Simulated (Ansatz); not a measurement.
Ansatz (a program for electronic structure) input (BHLYP/def2-TZVPD):

Ansatz 0.2 input:
```yaml
crystal:
  periodic: [false, false, false]
  atoms:
    - {symbol: C, position_ang: [2.57752244, 0.63598928, -0.54524927]}
    - {symbol: C, position_ang: [1.38588722, -0.20121660, -0.09093055]}
    - {symbol: C, position_ang: [0.06851117, 0.55041933, -0.21313557]}
    - {symbol: C, position_ang: [-1.14645441, -0.24911581, 0.22994921]}
    - {symbol: O, position_ang: [-1.04735876, -1.40345421, 0.64788357]}
    - {symbol: C, position_ang: [-2.43159908, 0.38528533, 0.14753693]}
    - {symbol: H, position_ang: [2.67304346, 1.54724908, 0.05063312]}
    - {symbol: H, position_ang: [2.47653898, 0.93586628, -1.59141878]}
    - {symbol: H, position_ang: [3.51047548, 0.07830830, -0.44925529]}
    - {symbol: H, position_ang: [1.32669209, -1.12191572, -0.67527133]}
    - {symbol: H, position_ang: [1.52062782, -0.51852506, 0.94531527]}
    - {symbol: H, position_ang: [-0.09646643, 0.87234951, -1.24834479]}
    - {symbol: H, position_ang: [0.09764804, 1.47629630, 0.37373550]}
    - {symbol: H, position_ang: [-2.54621660, 1.39818871, -0.21587963]}
    - {symbol: H, position_ang: [-3.30667675, -0.16835281, 0.45839282]}
basis:
  gaussian:
    orbitals: def2-TZVPD
hamiltonian:
  xc: {name: BHLYP}
magnetization: {spin_polarized: true, initial_magnetization: 1}
output: {forces: true}
```

End of the output:

```
Atom 1 at     1.385887    -0.201217    -0.090931 Å, force    -0.002788    -0.068652     0.025895 eV/Å
Atom 2 at     0.068511     0.550419    -0.213136 Å, force    -0.045284     0.027043    -0.004650 eV/Å
Atom 3 at    -1.146454    -0.249116     0.229949 Å, force     0.075138    -0.599060     0.214055 eV/Å
Atom 4 at    -1.047359    -1.403454     0.647884 Å, force    -0.114594     1.018601    -0.365541 eV/Å
Atom 5 at    -2.431599     0.385285     0.147537 Å, force     0.005114    -0.083631     0.030526 eV/Å
Atom 6 at     2.673043     1.547249     0.050633 Å, force    -0.022770    -0.211928    -0.132865 eV/Å
Atom 7 at     2.476539     0.935866    -1.591419 Å, force     0.021758    -0.073391     0.239219 eV/Å
Atom 8 at     3.510475     0.078308    -0.449255 Å, force    -0.222563     0.123419    -0.019318 eV/Å
Atom 9 at     1.326692    -1.121916    -0.675271 Å, force     0.021266     0.223787     0.126667 eV/Å
Atom 10 at     1.520628    -0.518525     0.945315 Å, force    -0.022854     0.086517    -0.242012 eV/Å
Atom 11 at    -0.096466     0.872350    -1.248345 Å, force     0.032761    -0.098140     0.242790 eV/Å
Atom 12 at     0.097648     1.476296     0.373735 Å, force    -0.010868    -0.233883    -0.121789 eV/Å
Atom 13 at    -2.546217     1.398189    -0.215880 Å, force     0.051524    -0.272743     0.095384 eV/Å
Atom 14 at    -3.306677    -0.168353     0.458393 Å, force     0.229021     0.138948    -0.079141 eV/Å
Dipole moment:    -0.071467     0.578715    -0.206920 e Å
```

It need not be the lowest isomer of its formula.
